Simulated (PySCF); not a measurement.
Assignment exercise: C₄H₉NOSi₂

Cartesian coordinates in Å; atom numbers follow the order of the lines, from 1:
```xyz
17

Si    2.019    1.075    0.476
Si    1.610   -0.436   -1.221
C     0.134   -1.549   -0.690
C    -0.902   -0.657   -0.167
N    -0.686    0.341    0.640
C    -1.904    0.926    0.836
C    -2.826    0.246    0.112
O    -2.189   -0.766   -0.530
H     3.438    1.474    0.372
H     1.274    2.326    0.353
H     1.867    0.523    1.820
H     2.671   -1.394   -1.570
H     1.198    0.148   -2.508
H     0.466   -2.225    0.098
H    -0.277   -2.152   -1.497
H    -2.020    1.781    1.469
H    -3.880    0.350   -0.036
```

[PySCF: PBE0/pcSseg-1 with gauge-including orbitals; GFN2-xTB geometry; a single conformation; in vacuum; non-relativistic; equivalent nuclei averaged]

References, each an isolated molecule treated in the same way: ¹³C (σ = 186.93 ppm) and ¹H (σ = 31.72 ppm) vs TMS.

(1) Assign these signals to the numbered atoms. ¹³C{¹H} NMR (computed): δ 172.3, 142.5, 134.1, 11.9.

(2) Assign these signals to the numbered atoms. ¹H NMR (400 MHz, computed): δ 7.49 (m, 1H), 7.27 (m, 1H), 4.16 (m, 2H), 3.87 (t, 3H), 2.38 (t, 2H).

Answers

(1) 
172.3 → C4, substituted aromatic carbon next to the ring oxygen
142.5 → C7, aromatic CH next to the ring oxygen
134.1 → C6, aromatic CH next to a ring nitrogen
11.9 → C3, sp3 CH2 bonded to Si, on an aromatic ring: an electropositive neighbour leaves it electron-rich and shielded

(2) 
7.49 → H17, hydrogen on an aromatic CH next to the ring oxygen: it sits in the deshielding region of the aromatic ring current
7.27 → H16, hydrogen on an aromatic CH next to a ring nitrogen: the ring current deshields protons in the ring plane
4.16 → H12/H13, hydrogen on a silicon bonded to C, Si
3.87 → H9/H10/H11, hydrogen on a silicon bonded to Si
2.38 → H14/H15, hydrogen on an sp3 CH2 bonded to Si, on an aromatic ring: benzylic-type position, deshielded by the ring

Shifts are as computed. Against solution values, carbons near 30 ppm lie about +3 ppm off and those near 130 ppm about +5 ppm. Of 1211 compounds with measured shifts, 218 miss one by over three times the rms of a fit or turn the order of signals round; such compounds aren't used in these exercises. Multiplicities follow the n + 1 count of equivalent neighbours, as no J values were calculated; m marks all less simple cases, F and P coupling included.
